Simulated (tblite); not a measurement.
CHCl2 (SMILES Cl[CH]Cl), doublet, at a GFN2-xTB geometry; IPEA1-xTB run with tblite.

Here is a job for tblite.
```
$ tblite run mol.xyz --method ipea1 --charge 0 --spin 1 --json tblite.json --no-restart

# file mol.xyz
4

C      0.14277263    -0.00896264     0.68359394
Cl    -0.04722300     1.45620990    -0.14607964
Cl    -0.05344861    -1.45182812    -0.18290682
H      0.85478161    -0.02071447     1.49120632
```

Task: What does tblite print? Leave out banner, timings and long lists.

Result: 
```
xTB calculator
 | screened Coulomb repulsion
 | Coulomb electrostatics
 |  * isotropic Klopman-Ohno-Mataga-Nishimoto electrostatics
 |  * onsite third-order electrostatics
 | DFT-D3(BJ) dispersion correction

halogen bonding energy    0.0000000000000E+00 Eh
repulsion energy          5.3802943623014E-02 Eh
dispersion energy        -1.1156633427699E-03 Eh
number of electrons       1.9000000000000E+01 e
integral cutoff           4.0000000000000E+01 bohr

------------------------------------------------------------
  cycle        total energy    energy error   density error
------------------------------------------------------------
      1     -11.58340958261  -1.1636097E+01   3.3146292E-01
      2     -11.58803360265  -4.6240200E-03   2.4838434E-01
      3     -11.57862590176   9.4077009E-03   1.2438124E-01
      4     -11.60437280682  -2.5746905E-02   5.0404714E-03
      5     -11.60439672290  -2.3916073E-05   2.7980767E-03
      6     -11.60441304572  -1.6322821E-05   1.1499799E-04
      7     -11.60441304455   1.1671180E-09   3.0196384E-05
      8     -11.60441304702  -2.4677931E-09   2.8366439E-06
------------------------------------------------------------

electronic energy        -1.1657100327298E+01 Eh
total energy             -1.1604413047018E+01 Eh

Post processing:
 | Mayer-Wiberg bond orders

[Info] JSON dump of results written to 'tblite.json'
```
